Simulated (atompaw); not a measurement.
Ta (Z = 73): one change to a PAW (atompaw) potential, before and after

```json
{
  "Element": "tantalum",
  "Generator": "atompaw 4.2.0.5",
  "Type": "PAW",
  "Functional": "PBE",
  "Relativity": "scalar-relativistic",
  "Frozen core": "[Kr] 4d10 4f14",
  "Valence charge": "13",
  "Reference configuration": "5s2 5p6 5d3 6s1.5 6p0.5",
  "Partial waves": "5s (bound): rc 1.70 bohr; 6s (bound): rc 3.00 bohr; 5p (bound): rc 1.65 bohr; 6p (bound): rc 2.00 bohr; 5d (bound): rc 3.00 bohr; 5d channel at 1.4 Ry: rc 3.00 bohr",
  "Local potential": "bessel scheme, radius 2.45 bohr",
  "Core correction": "smooth core density matched at 1.95 bohr",
  "Augmentation charge": "besselshape compensation charge, radius 2.55 bohr; PAW radius 3.00 bohr; waves and projectors: custom rrkj vanderbiltortho"
}
```

Change: wave 5s (bound): rc 1.70 bohr becomes 5s (bound): rc 2.24 bohr.

Cutoffs: the cutoffs (Ry, on a coarse ladder) from which the occupation-weighted sum of valence levels, in a spherical-Bessel basis at the reference potential, stays within 10 and 1 mRy of its value at 400 Ry; they do not see the model core or the augmentation charge, which bear on the density cutoff.

Task: What does the change do?

Result: The potential gets neither clearly harder nor softer (30 Ry and 50 Ry → 30 Ry and 50 Ry); the p channel sets the loose cutoff, while the largest relative change is in s, which becomes softer; the range in which the s phases agree widens (upper end 1.8 → 3.2); neither file shows a bound ghost.

```csv
quantity,base,changed
"cutoff, loose",30 Ry,30 Ry
"cutoff, tight",50 Ry,50 Ry
loose cutoff by channel (10 mRy a level),"s 18 Ry, p 25 Ry, d 10 Ry","s 10 Ry, p 25 Ry, d 10 Ry"
bound ghosts,none,none
s: phases at 3.02 bohr within 0.05 rad from the reference energy up to (Ry; the scan ends near 5),1.8,3.2
p: phases at 3.02 bohr within 0.05 rad from the reference energy up to (Ry; the scan ends near 5),4.8,4.8
d: phases at 3.02 bohr within 0.05 rad from the reference energy up to (Ry; the scan ends near 5),2.2,2.2
lowest overlap eigenvalue by channel,"s 0.36, p 0.12, d 0.86","s 0.46, p 0.12, d 0.86"
```

 The cutoffs see the waves, projectors and local potential, not the compensation charge or the core.
